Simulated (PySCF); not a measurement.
Pentafluoropropanoyl fluoride, C3F6O.
Structure used (GFN2-xTB), in Å, numbered top down from 1:
```xyz
10
C3F6O angstrom
O      2.227   -0.633   -0.351
C      1.446    0.178   -0.031
F      1.630    1.486   -0.216
C      0.064   -0.067    0.626
F      0.084   -1.225    1.310
F     -0.242    0.915    1.494
C     -1.054   -0.146   -0.462
F     -2.241   -0.373    0.077
F     -0.789   -1.125   -1.323
F     -1.116    0.994   -1.146
```

The closed-shell ground state was solved at several levels (PySCF, density fitting, gas phase, non-relativistic).

| level | basis functions | HOMO (eV) | LUMO (eV) | gap (eV) | dipole (D) |
| --- | --- | --- | --- | --- | --- |
| CAM-B3LYP/def2-SVPD | 221 | -11.87 | -1.09 | 10.78 | 0.69 |
| B3LYP/pcJ-1 | 270 | -9.91 | -2.33 | 7.58 | 0.74 |

Task: What might PBE0/pcSseg-1 (170 basis functions) give for the same quantities?

Result: HOMO -10.17 eV, LUMO -2.05 eV, gap 8.12 eV, dipole 0.74 D.

Task: Over all these levels, which gives the widest orbital gap and which the narrowest?

Result: CAM-B3LYP/def2-SVPD (range-separated hybrid) has the widest, 10.78 eV, and B3LYP/pcJ-1 (global hybrid, 20 % exact exchange) the narrowest, 7.58 eV. Functional and basis both differ between the two, so the spread mixes both effects.

Task: How far do the dipole and the HOMO energy spread over the levels?

Result: The dipole runs from 0.69 to 0.74 D (mean 0.72 D) and the HOMO from -11.87 to -9.91 eV.

One conformer stands for the species.
